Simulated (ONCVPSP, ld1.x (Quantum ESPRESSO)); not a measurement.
# Hardness and transferability of assorted potentials

Generated with ld1.x 7.5 (TM, RRKJ, ultrasoft, PAW), atompaw 4.2 or ONCVPSP 4.0.1. The cutoff is in Ry: for ld1.x and atompaw files where the sum of valence levels is converged to 10 mRy in a Bessel basis, for ONCV files where the hardest occupied wave has 1 mHa per electron of residual kinetic energy. The error is the largest all-electron minus pseudo excitation energy over each file’s own four to seven test configurations (ionisations up to +4, promotions, holes and added fractions of an electron), all of which were solved. The labels leave out finer settings (local radius, basis sizes, second energies), which also bear on the numbers. Spin-polarised tests are not counted. The rows are a selection from randomly drawn settings: files with unsolved tests, undetermined cutoffs or missed reference levels are left out.

A true bound ghost makes a file unfit for plane-wave use even where its test errors are small: the radial tests pick states by their node count and pass the ghost by.

```tsv
element	potential	cutoff (Ry)	largest error (meV)	bound ghosts
Ga	ONCV, PBEsol, scalar-relativistic, rc 1.65/1.75/1.20 (spd), local smoothed, core correction yes, reference 3d10 4s2 4p0.5, qcut 4.5/4.2/15.4, projectors 2/2/2	167	-187	none
Rb	ONCV, PBE, scalar-relativistic, rc 1.95/2.05/1.90 (spd), local d, core correction yes, reference 4s2 4p6 5s1, qcut 7.4/5.6/6, projectors 2/2/0	31	-11	none
Pd	TM, LDA (PZ), scalar-relativistic, rc 1.90/3.75/1.75 (spd), local s, core correction no, reference 4d10 5s0 5p0	55	-886	none
Sb	ONCV, PBE, scalar-relativistic, rc 1.55/1.60/1.50 (spd), local smoothed, core correction yes, reference 4s2 4p6 4d10 5s2 5p3, qcut 9.1/10.2/8.2, projectors 2/2/2	64	+47	none
Ce	ONCV, LDA (Perdew-Wang 92), fully relativistic, rc 2.55/2.35/3.80/1.60 (spdf), local smoothed, core correction yes, reference 4f1 5s2 5p6 5d1, qcut 5.9/7.4/4.1/10, projectors 2/2/2/2	97	-28	s
Ir	ONCV, PBEsol, scalar-relativistic, rc 1.90/1.80/2.20 (spd), local smoothed, core correction no, reference 5s2 5p6 5d7 6s2, qcut 7.7/6.9/7.9, projectors 2/1/2	36	+185	none
Bi	TM, PBE, scalar-relativistic, rc 2.14/2.84/1.16 (spd), local smoothed, core correction yes, reference 5d10 6s2 6p2.5	90	-138	none
```

Fill in the row for Xe: ONCV, LDA (Perdew-Zunger), scalar-relativistic, rc 1.25/1.45/1.10 (spd), local d, core correction yes, reference 4s2 4p6 4d10 5s2 5p5.75, qcut 9.2/7.9/17.1, projectors 2/3/0.

cutoff 139 Ry, largest error -79 meV, bound ghosts: none.

Fill in the row for Si: ONCV, PBE, scalar-relativistic, rc 1.70/1.70/2.25 (spd), local p, core correction yes, reference 3s2 3p1.75, qcut 4.3/4.1/4.7, projectors 2/0/2.

cutoff 16 Ry, largest error +5.4 meV, bound ghosts: none.
